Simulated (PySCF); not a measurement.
Two-component Hartree-Fock for Au³⁺ (gold, charge +3)

Start: [Xe] 4f14 5d7 6s1; 5d3/2 filled at m_j = +1/2, +3/2; 5d5/2 filled at m_j = -3/2, -1/2, +1/2, +3/2, +5/2; 6s1/2 filled at m_j = +1/2. Calculated with PySCF 2.14 in x2c-SVPall-2c with one added diffuse shell each of s, d type (8s9p10d2f, 99 functions): generalised Hartree-Fock with the X2C-1e Hamiltonian and a Gaussian nucleus; one run each with spin-orbit coupling (SO) switched off, then screened by Boettger's factors. This is a chosen level, not necessarily the ground level.

```csv
spinor shell,electrons,"ε, spin-free (eV)","ε, screened SO (eV)",weight of nominal j (screened SO),"rms radius, screened SO (bohr)"
1s1/2,2,-81214.9,-81183.8,1.000,0.0191
2s1/2,2,-14517.5,-14507.6,1.000,0.0769
2p1/2,2,-12569.3,-13891.1,1.000,0.0651
2p3/2,4,-12569.3,-12049.5,1.000,0.0731
3s1/2,2,-3528.2,-3524.8,1.000,0.196
3p1/2,2,-2954.1,-3248.4,1.000,0.188
3p3/2,4,-2954.1,-2835.6,1.000,0.204
3d3/2,4,-2330.5,-2380.7,1.000,0.180
3d5/2,6,-2330.5,-2293.5,1.000,0.183
4s1/2,2,-836.26,-834.99,1.000,0.432
4p1/2,2,-644.69,-715.84,1.000,0.438
4p3/2,4,-644.69,-615.52,1.000,0.471
4d3/2,4,-409.48,-420.09,1.000,0.486
4d5/2,6,-409.48,-400.92,1.000,0.496
5s1/2,2,-169.09,-168.73,1.000,0.992
4f5/2,6,-146.43,-148.00,0.995,0.543
4f7/2,8,-146.43,-144.00,0.996,0.544
5p1/2,2,-114.47,-127.66,0.985,1.13
5p3/2,4,-114.47,-108.59,0.992,1.16
5d5/2,5,-52.207,-51.839,0.497,1.49
5d3/2,2,-52.207,-53.204,0.640,1.49
6s1/2,1,-38.472,-38.377,1.000,2.49
```

| quantity | spin-free | screened SO |
| --- | --- | --- |
| E (hartree) | -18994.08948 | -19023.28058 |
| M_J | 5 | 5 |
| ⟨J²⟩ | 30.004 | 30.007 |
| ⟨L²⟩ | 12.004 | 13.202 |
| ⟨S²⟩ | 6.001 | 5.617 |

Each row is a mean over spinors that exchange with the open shell spreads, by up to 8.956 eV (5p3/2).

Rows whose weight is well below 1 are mixtures of j = l ± 1/2: exchange outweighs spin-orbit coupling there, and the label is only the starting occupation.

Breit and QED terms are absent; they matter most for the inner s and p1/2 levels.

Densities and radii are taken from the X2C orbitals without a picture-change correction, which distorts them close to the nucleus.

Without spin-orbit coupling the j labels of p, d and f shells carry no meaning; the spin-free column gives the mean over the occupied spinors of each nl shell.
